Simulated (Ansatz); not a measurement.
Molecule: tetrabromosilane, SiBr4, net charge 0, singlet state. SMILES: Br[Si](Br)(Br)Br
Geometry: optimised at B3LYP-D3(BJ)/def2-TZVP (Ansatz, a first-principles code).

Wanted: atomisation energy (electronic, to ground-state atoms), in eV. Correlated levels leave the core frozen unless marked. UHF or UKS for open shells. No spin-orbit coupling. Frozen are the shells of the preceding noble gas and the d and f shells that filled before the atom's block. Non-relativistic. The coupled-cluster limit lacks core correlation, which all-electron functionals hold. CBS marks a two-point X^-3 extrapolation of the correlation energy; Hartree-Fock from the larger set.

| level | program | atomisation energy (eV) |
|---|---|---|
| PBE-D4/def2-TZVPD | Ansatz + dftd4 | ? |
| BLYP-D4/def2-TZVPD | Ansatz + dftd4 | 13.72 |
| r2SCAN0/def2-TZVPD | Ansatz | ? |
| B2GP-PLYP-D3(BJ)/def2-TZVPD | Ansatz + dftd3 | 14.11 |
| CCSD/def2-TZVPPD | Ansatz | 13.06 |
| CCSD(T)/CBS(def2-TZVPPD,def2-QZVPPD) | Ansatz | ? |

**Question.** What belongs in the gaps?

**Answer.** 
- PBE-D4/def2-TZVPD, atomisation energy (eV): 14.61
- r2SCAN0/def2-TZVPD, atomisation energy (eV): 14.14
- CCSD(T)/CBS(def2-TZVPPD,def2-QZVPPD), atomisation energy (eV): 14.21
